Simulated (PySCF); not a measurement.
**Bi: excitation energy**

Bi [Xe] 4f14 5d10 6s2 6p3 (4S) → Bi [Xe] 4f14 5d10 6s1 6p3 7s1 (6S), as a difference of total energies. Calculation: PySCF 2.14, in aug-cc-pwCVTZ-PP with ECP60MDF (8s7p6d4f1g, 96 functions); scalar relativity through the core potential. Correlated levels: valence: 5s2 5p6 5d10 frozen; valence and next inner shell: nothing frozen outside the core potential. The calculations carry no spin-orbit coupling.

```csv
method,excitation energy (cm⁻¹)
UHF,91196
LDA,112940
PBE,110090
PBE0,107620
r2SCAN,108070
PBEsol,110560
wB97X-V,109200
B97-3,110040
M06-2X,105500
MP2 (valence),98042
SCS-MP2 (valence),100830
MP2 (valence and next inner shell),108490
SCS-MP2 (valence and next inner shell),109260
```

Spin-orbit coupling is strong in these open shells (close to jj coupling). The scalar numbers leave it out and a first-order estimate fails, so it can dominate the gap to the real levels.

The upper state lies above the first ionisation limit. A Rydberg-like electron needs more diffuse functions than a valence basis has.

The promoted electron is Rydberg-like, and one or two diffuse shells describe it only roughly, which tends to raise the upper state.
